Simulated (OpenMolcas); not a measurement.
Ge I: input and output

Input:

```
&GATEWAY
Coord
1

Ge 0.0 0.0 0.0
Basis=ANO-RCC-VQZP
Group=XYZ
NoMove
AngMom=0.0 0.0 0.0
AMFI
&SEWARD
* reference wave functions (RASSCF and RASSI steps not shown): 4 electrons in 9 orbitals (RAS2 4s 4p; RAS3 4d, at most 2 electrons)
>>> COPY JOB001 $Project.JobIph
&CASPT2
Multistate=3 1 2 3
Frozen=3 6
IPEA=0.25
Imaginary=0.1
MaxIter=60
WThr=0.0 0.3 0.05
PrWF=0.5
NoMix
>>> COPY JOB002 $Project.JobIph
&CASPT2
Multistate=6 1 2 3 4 5 6
Frozen=3 6
IPEA=0.25
Imaginary=0.1
MaxIter=60
WThr=0.0 0.3 0.05
PrWF=0.5
NoMix
>>> COPY JOB003 $Project.JobIph
&CASPT2
Multistate=1 1
Frozen=3 6
IPEA=0.25
Imaginary=0.1
MaxIter=60
WThr=0.0 0.3 0.05
PrWF=0.5
NoMix
...
```

Output, cut to the results:

```
--- CASPT2 ---
Orbital specifications:
      -----------------------

      Symmetry species                           1   2
                                                ag  au
      Frozen orbitals                            3   6
      Inactive orbitals                          5   0
      Active orbitals                            6   3
      Secondary orbitals                        22  23
      Deleted orbitals                           0   0
      Number of basis functions                 36  32
Type of calculation                        MS-CASPT2
      Fock operator                              state-specific
      IPEA shift                                 0.25
      Real shift                                 0.00
      Imaginary shift                            0.10
      The input orbitals will be transformed to quasi-canonical
Reference energy:       -2097.0401506503
      E2 (Non-variational):      -0.4585309734
      Shift correction:          -0.0001289681
      E2 (Variational):          -0.4586599415
      Total energy:           -2097.4988105918
      Residual norm:              0.0000001975
      Reference weight:           0.95313
      Contributions to the CASPT2 correlation energy
      Active & Virtual Only:         -0.0177294276
      One Inactive Excited:          -0.0651133015
      Two Inactive Excited:          -0.3756882443
Reference energy:       -2097.0401506503
      E2 (Non-variational):      -0.4585309447
      Shift correction:          -0.0001289678
      E2 (Variational):          -0.4586599125
      Total energy:           -2097.4988105628
      Residual norm:              0.0000001975
      Reference weight:           0.95313
      Contributions to the CASPT2 correlation energy
      Active & Virtual Only:         -0.0177293498
      One Inactive Excited:          -0.0651133506
      Two Inactive Excited:          -0.3756882443
::    CASPT2 Root  1     Total energy:  -2097.49881059
::    CASPT2 Root  2     Total energy:  -2097.49881056
::    CASPT2 Root  3     Total energy:  -2097.49881035
::    MS-CASPT2 Root  1     Total energy:  -2097.49881059
::    MS-CASPT2 Root  2     Total energy:  -2097.49881056
::    MS-CASPT2 Root  3     Total energy:  -2097.49881035
--- CASPT2 ---
Orbital specifications:
      -----------------------

      Symmetry species                           1   2
                                                ag  au
      Frozen orbitals                            3   6
      Inactive orbitals                          5   0
      Active orbitals                            6   3
      Secondary orbitals                        22  23
      Deleted orbitals                           0   0
      Number of basis functions                 36  32
Type of calculation                        MS-CASPT2
      Fock operator                              state-specific
      IPEA shift                                 0.25
      Real shift                                 0.00
      Imaginary shift                            0.10
      The input orbitals will be transformed to quasi-canonical
Reference energy:       -2097.0016730507
      E2 (Non-variational):      -0.4640878016
      Shift correction:          -0.0001486392
      E2 (Variational):          -0.4642364409
      Total energy:           -2097.4659094916
      Residual norm:              0.0000003957
      Reference weight:           0.95034
      Contributions to the CASPT2 correlation energy
      Active & Virtual Only:         -0.0232311677
      One Inactive Excited:          -0.0652725203
      Two Inactive Excited:          -0.3755841136
Reference energy:       -2097.0016730507
      E2 (Non-variational):      -0.4640585015
      Shift correction:          -0.0001451042
      E2 (Variational):          -0.4642036057
      Total energy:           -2097.4658766563
      Residual norm:              0.0000003795
      Reference weight:           0.95044
      Contributions to the CASPT2 correlation energy
      Active & Virtual Only:         -0.0231980330
      One Inactive Excited:          -0.0652759570
      Two Inactive Excited:          -0.3755845115
::    CASPT2 Root  1     Total energy:  -2097.46590949
::    CASPT2 Root  2     Total energy:  -2097.46587666
::    CASPT2 Root  3     Total energy:  -2097.46587256
::    CASPT2 Root  4     Total energy:  -2097.46587587
::    CASPT2 Root  5     Total energy:  -2097.46587587
::    CASPT2 Root  6     Total energy:  -2097.42339804
::    MS-CASPT2 Root  1     Total energy:  -2097.46592020
::    MS-CASPT2 Root  2     Total energy:  -2097.46588935
::    MS-CASPT2 Root  3     Total energy:  -2097.46587555
::    MS-CASPT2 Root  4     Total energy:  -2097.46587256
::    MS-CASPT2 Root  5     Total energy:  -2097.46586199
::    MS-CASPT2 Root  6     Total energy:  -2097.42338884
--- CASPT2 ---
Orbital specifications:
      -----------------------

      Symmetry species                           1   2
                                                ag  au
      Frozen orbitals                            3   6
      Inactive orbitals                          5   0
      Active orbitals                            6   3
      Secondary orbitals                        22  23
      Deleted orbitals                           0   0
      Number of basis functions                 36  32
Type of calculation                        SS-CASPT2
      Fock operator                              state-specific
      IPEA shift                                 0.25
      Real shift                                 0.00
      Imaginary shift                            0.10
      The input orbitals will be transformed to quasi-canonical
Reference energy:       -2096.8821724412
      E2 (Non-variational):      -0.4366850769
      Shift correction:          -0.0000952866
      E2 (Variational):          -0.4367803635
      Total energy:           -2097.3189528047
      Residual norm:              0.0000004286
      Reference weight:           0.95872
...
```

Levels above the lowest, from the spin-orbit matrix with the single-state CASPT2 energies, averaged by term, on its diagonal:

```
Configuration  Term  J  E (eV)  Measured (eV)      g  Term weight %
      4s² 4p²    ³P  0  0.0000         0.0000                   100
      4s² 4p²    ³P  1  0.0612         0.0691  1.501            100
      4s² 4p²    ³P  2  0.1582         0.1748  1.498             99
      4s² 4p²    ¹D  2   1.015         0.8834  1.004             99
      4s² 4p²    ¹S  0   2.174         2.0293                   100
       4s 4p³   ⁵S°  2   5.007         5.1983  2.002            100
```

Against the 5 measured excited levels shown (NIST Handbook of Basic Atomic Spectroscopic Data) the mean absolute deviation is 790 cm-1; the largest miss in energy is 4s 4p³ ⁵S°₂: computed 5.007, measured 5.1983 eV (-3.7 %), and the largest in proportion 4s² 4p² ¹D₂ (+14.9 %).

Some high roots are left out of the spin-orbit mixing, which shifts the levels that they would mix with. Active for correlation alone: 4d; no level in the range computed is led by a configuration that fills it, so any true level of that kind is missing. Measured partners are found by configuration, term and J. A level has none where our copy of the source lacks it or the pairing is in doubt (some pairs that miss far off the trend of their configuration count as doubtful), and it then counts in no deviation. Only configurations of the active space appear. The first state left out of the spin-orbit step lies near 65000 cm-1 above the lowest spin-free state of the reference (among the parities and spins computed), and the list stops at four fifths of that energy or lower.

The term weight is that of the spin-free term in the level, not the purity of its configuration. ° marks odd parity.
